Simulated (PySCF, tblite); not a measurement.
Compound: C2H5N3OSi2.
Geometry (GFN2-xTB, Å), atoms numbered from 1 in this order:
```
atom  x, y, z in Å
N1    -1.055   -3.418    0.468
C2    -0.903   -2.375    0.023
Si3   -0.688   -0.689   -0.750
N4     0.907   -0.392   -1.356
Si5    1.390    0.859   -0.220
N6    -0.233    0.534    0.425
C7    -0.807    1.158    1.455
O8    -0.276    2.038    2.087
H9    -1.834   -0.348   -1.579
H10    1.402   -0.797   -2.129
H11    1.480    2.177   -0.825
H12    2.442    0.460    0.697
H13   -1.828    0.794    1.685
```

Method used: PBE0/pcSseg-1 in PySCF (dipole) on a GFN2-xTB geometry, gas phase.

Masses are those of the commonest isotopes; rigid-rotor values at the optimised geometry. The values belong to one conformer with, in the numbering `[N:1]#[C:2][Si@@H:3]1[NH:4][SiH2:5][N:6]1[CH:7]=[O:8]`, Si5–N6–C7–O8 0°.

(1) What are A, B and C (MHz)?

(2) What kind of rotor is it?

(3) What does the inertial defect say?

(4) Where do the levels up to J = 3 lie, in K?

(5) Predict some low-J microwave lines.

(6) Estimate the classical rotational partition function at 25 K, 100 K and 298.15 K.

Results:

(1) Ia = 228.26, Ib = 452.95, Ic = 600.08 u·Å²; 505379 MHz·u·Å²/I gives A = 2214, B = 1116, C = 842.2 MHz.

(2) An asymmetric top: κ = (2 × 1116 − 2214 − 842.2)/(2214 − 842.2) = -0.60.

(3) Not planar: Δ = Ic − Ia − Ib = -81.13 u·Å². For a rigid frame Δ = −2 Σ m c², so Σ m c² = 40.57 u·Å² lies off the ab plane: 8.98 from hydrogen and 31.59 from heavier atoms. The atom farthest from that plane is 2.17 Å away.

(4) Above 0(0,0), as E/k:
J = 1: 1(0,1) 0.094, 1(1,1) 0.147, 1(1,0) 0.160
J = 2: 2(0,2) 0.280, 2(1,2) 0.321, 2(1,1) 0.361, 2(2,1) 0.519, 2(2,0) 0.521
J = 3: 3(0,3) 0.553, 3(1,3) 0.582, 3(1,2) 0.661, 3(2,2) 0.801, 3(2,1) 0.811, 3(3,1) 1.099, 3(3,0) 1.099
Those of J = 1 are B + C, A + C and A + B.

(5) The dipole components are |μa| = 0.40 D, |μb| = 3.86 D, |μc| = 2.13 D. The squared components, which scale the intensities, stand as 0.01 : 1.00 : 0.31 (a : b : c). Some lines, for components of 0.1 D or more:

```csv
type,branch,"J(Ka,Kc)",MHz,lower level (cm⁻¹)
a,Q,"2(1,1) ← 2(1,2)",821,0.223
c,Q,"2(1,2) ← 2(0,2)",870,0.194
c,Q,"1(1,1) ← 1(0,1)",1098,0.065
b,Q,"1(1,0) ← 1(0,1)",1372,0.065
a,R,"1(0,1) ← 0(0,0)",1958,0.000
b,R,"1(1,1) ← 0(0,0)",3056,0.000
c,Q,"2(2,1) ← 2(1,1)",3295,0.251
c,R,"1(1,0) ← 0(0,0)",3330,0.000
b,Q,"2(2,0) ← 2(1,1)",3340,0.251
a,R,"2(1,2) ← 1(1,1)",3642,0.102
a,R,"2(0,2) ← 1(0,1)",3871,0.065
b,Q,"2(2,1) ← 2(1,2)",4116,0.223
a,R,"2(1,1) ← 1(1,0)",4189,0.111
b,R,"2(1,2) ← 1(0,1)",4741,0.065
c,R,"2(1,1) ← 1(0,1)",5561,0.065
b,R,"2(2,1) ← 1(1,0)",7484,0.111
c,R,"2(2,0) ← 1(1,0)",7529,0.111
c,R,"2(2,1) ← 1(1,1)",7758,0.102
b,R,"2(2,0) ← 1(1,1)",7803,0.102
```

(6) Point group C1, symmetry number σ = 1; q = (√π/σ)·√((kT/h)³/(ABC)), k/h = 20836.6 MHz/K: 14600 at 25 K, 117000 at 100 K, 602000 at 298.15 K.

Its GFN2-xTB frequencies are all real (lowest 59 cm⁻¹). Constants of a rigid frame at the computed geometry: no zero-point averaging, no centrifugal distortion. Quadrupole hyperfine structure (14N) is left out.
